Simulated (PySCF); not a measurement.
## Shapes and spin states of Te3

Level of theory: PySCF, PBE, basis Te def2-TZVP with ECP28 (scalar-relativistic core potentials, no spin–orbit coupling, density fitting).

Relaxations began from a few typed shapes and spin states; open shells are unrestricted. The search is not exhaustive: other isomers or separated fragments can lie lower, and high-lying points may rest on an excited occupation.

Task: Order these stationary points by electronic energy, lowest first, in kJ/mol from the lowest minimum.
A. triplet C2v: Te–Te 2.673 Å (×2), Te–Te 3.661 Å; Te–Te–Te 46.8° (×2), Te–Te–Te 86.4°
B. singlet D3h: Te–Te 2.762 Å (×3); Te–Te–Te 60.0° (×3)
C. singlet C2v: Te–Te 2.617 Å (×2); Te–Te–Te 115.2°

Result: B (0.0), C (15.3), A (41.0).

Task: Which of them are minima?

Result: By energy in kJ/mol, 0.0: minimum; 15.3: minimum; 41.0: minimum.
